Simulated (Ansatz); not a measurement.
`FC(F)(F)[Si]12O[Si]3(F)O[Si]4(F)O[Si](F)(O3)O[Si](F)(O[Si](F)(O4)O1)O2` with charge -1. Total charge -1; doublet. Geometry r2SCAN-D4/def2-SVP; atoms count from 1.

Cartesian coordinates in Å:
```
F -4.0263 -0.0879 -0.5602
C -3.2759 0.6219 0.3241
F -3.6047 1.9252 0.1314
F -3.7436 0.2968 1.5589
Si -1.3894 0.2888 0.1329
O -1.5625 -1.3982 0.4623
Si -0.1724 -2.2566 0.4327
F -0.5468 -3.7872 0.7606
O 0.9472 -1.8031 1.5772
Si 2.1580 -0.7093 1.3517
F 3.3731 -1.1240 2.3177
O 2.6889 -0.8288 -0.2083
Si 1.7744 -1.2314 -1.5240
F 2.7220 -2.0100 -2.5618
O 0.5977 -2.2787 -1.0422
O 1.2330 0.0983 -2.3074
Si 0.2906 1.3629 -1.7975
F 0.2925 2.3872 -3.0390
O 0.9993 2.1619 -0.5259
Si 0.6744 1.8852 1.0790
F 0.9443 3.2742 1.8460
O 1.7727 0.8327 1.7374
O -0.8876 1.4424 1.3173
O -1.2586 0.9376 -1.4631
```

Q: Estimate the Mulliken populations from the PBE0/def2-SVP orbitals of Ansatz.

A: 
```json
{"atom": "F1", "charge (e)": "-0.23", "spin (α − β)": "0.00"}
{"atom": "C2", "charge (e)": "0.40", "spin (α − β)": "0.01"}
{"atom": "F3", "charge (e)": "-0.23", "spin (α − β)": "0.00"}
{"atom": "F4", "charge (e)": "-0.23", "spin (α − β)": "0.00"}
{"atom": "Si5", "charge (e)": "0.43", "spin (α − β)": "0.66"}
{"atom": "O6", "charge (e)": "-0.55", "spin (α − β)": "0.07"}
{"atom": "Si7", "charge (e)": "1.21", "spin (α − β)": "-0.02"}
{"atom": "F8", "charge (e)": "-0.33", "spin (α − β)": "0.00"}
{"atom": "O9", "charge (e)": "-0.59", "spin (α − β)": "0.01"}
{"atom": "Si10", "charge (e)": "1.06", "spin (α − β)": "0.06"}
{"atom": "F11", "charge (e)": "-0.33", "spin (α − β)": "0.00"}
{"atom": "O12", "charge (e)": "-0.58", "spin (α − β)": "0.00"}
{"atom": "Si13", "charge (e)": "1.06", "spin (α − β)": "0.06"}
{"atom": "F14", "charge (e)": "-0.33", "spin (α − β)": "0.00"}
{"atom": "O15", "charge (e)": "-0.59", "spin (α − β)": "0.01"}
{"atom": "O16", "charge (e)": "-0.56", "spin (α − β)": "0.01"}
{"atom": "Si17", "charge (e)": "1.16", "spin (α − β)": "0.00"}
{"atom": "F18", "charge (e)": "-0.33", "spin (α − β)": "0.00"}
{"atom": "O19", "charge (e)": "-0.60", "spin (α − β)": "0.02"}
{"atom": "Si20", "charge (e)": "1.16", "spin (α − β)": "0.00"}
{"atom": "F21", "charge (e)": "-0.33", "spin (α − β)": "0.00"}
{"atom": "O22", "charge (e)": "-0.56", "spin (α − β)": "0.01"}
{"atom": "O23", "charge (e)": "-0.56", "spin (α − β)": "0.06"}
{"atom": "O24", "charge (e)": "-0.56", "spin (α − β)": "0.06"}
```
Mulliken values depend strongly on the basis.

Q: Where does the spin sit?

A: Summed by element: F 0.00, C 0.01, Si 0.74, O 0.25, of 1 unpaired in all. Largest on single atoms: Si5 0.66, O6 0.07, O23 0.06.

Q: And the Mayer bond orders between heavy atoms (over 0.3)?

A: F1–C2 1.03 (1.36 Å); C2–F3 1.02 (1.36 Å); C2–F4 1.03 (1.36 Å); C2–Si5 0.80 (1.93 Å); Si5–O6 0.92 (1.73 Å); Si5–O23 0.89 (1.73 Å); Si5–O24 0.89 (1.73 Å); O6–Si7 1.12 (1.63 Å); Si7–F8 1.09 (1.61 Å); Si7–O9 0.96 (1.66 Å); Si7–O15 0.96 (1.66 Å); O9–Si10 1.03 (1.65 Å); Si10–F11 1.09 (1.61 Å); Si10–O12 1.00 (1.65 Å); Si10–O22 1.08 (1.64 Å); O12–Si13 1.00 (1.65 Å); Si13–F14 1.09 (1.61 Å); Si13–O15 1.03 (1.65 Å); Si13–O16 1.08 (1.64 Å); O16–Si17 0.99 (1.66 Å); Si17–F18 1.09 (1.61 Å); Si17–O19 0.99 (1.66 Å); Si17–O24 1.09 (1.64 Å); O19–Si20 0.99 (1.66 Å); Si20–F21 1.09 (1.61 Å); Si20–O22 0.99 (1.66 Å); Si20–O23 1.09 (1.64 Å).
